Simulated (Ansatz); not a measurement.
Molecule: GeS, net charge 0, singlet state. 
Structure (B3LYP-D3(BJ)/def2-TZVP (Ansatz, an electronic-structure program) minimum search):
```
Ge
S 1 2.0285
```

Basis-set convergence of Hartree-Fock and CCSD(T) correlation energies (hartree) with Ansatz. Valence correlation only, unless marked. Spin-orbit coupling is left out. The frozen core is the preceding noble-gas configuration, with the filled d and f shells of earlier blocks. Non-relativistic.

```csv
basis,functions,E(HF),"E(corr, CCSD(T))"
def2-SVP,50,-2472.54083,-0.23144
def2-TZVPP,90,-2472.94229,-0.29254
def2-QZVPP,159,-2472.99522,-0.31216
```

Extrapolating the two largest sets (X = 3 and 4) as X^-3: E(corr) = (64·(-0.31216) - 27·(-0.29254))/37 = -0.3265 Eh, an estimate of the basis-set limit. The largest set recovers 95.6 % of it, the smallest 70.9 %.
